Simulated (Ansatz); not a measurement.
Reaction (cleavage of the Al–Ge bond): `O=[CH][GeH2][AlH2]` + `C=C[SiH2]S` → `C=C[SiH2][S][AlH2]` + `O=[CH][GeH3]`

Calculated with Ansatz (gas phase, PBE0-D4/def2-TZVP geometries, no zero-point term in ΔE). CBS: MP2 limit from def2 TZ/QZ plus the TZ coupled-cluster correction, frozen cores. DFT in def2-TZVPP. B3LYP here is the variant with VWN-RPA as its local correlation; programs differ in this. For Ge outer-core shells are correlated without core-valence functions, which leaves a few kJ/mol of doubt a bond. Scalar relativity is left out up to krypton. Each species was taken in one conformer, which may not be the lowest.

```
             level  ΔE (kJ/mol)  difference from CCSD(T)/CBS
            PBE-D4        -84.1                         10.8
         r2SCAN-D4        -92.2                          2.7
           PBE0-D4        -89.8                          5.1
          B3LYP-D4        -91.3                          3.6
           ωB97X-V        -95.2                         -0.3
           ωB97M-V        -97.3                         -2.4
               PBE        -79.1                         15.8
            r2SCAN        -91.1                          3.8
              PBE0        -85.5                          9.4
             B3LYP        -83.2                         11.7
     HF/def2-TZVPP        -94.7                          0.2
    MP2/def2-TZVPP       -101.7                         -6.8
SCS-MP2/def2-TZVPP        -98.5                         -3.6
CCSD(T)/def2-TZVPP        -93.3                          1.6
     MP2/CBS(def2)       -103.3                         -8.4
    CCSD/CBS(def2)        -93.6                          1.3
       CCSD(T)/CBS        -94.9                            0
```

Largest T1 diagnostic among the species: 0.015.

From PBE to PBE0 (25 % exact exchange), in def2-TZVPP and without D4, ΔE moves by −6.4 kJ/mol. The D4 term adds −8.1 kJ/mol with B3LYP and −4.3 kJ/mol with PBE0; it sums over pairs of atoms, weighted by their polarisabilities, and B3LYP, whose exchange is more repulsive, gets the larger term.
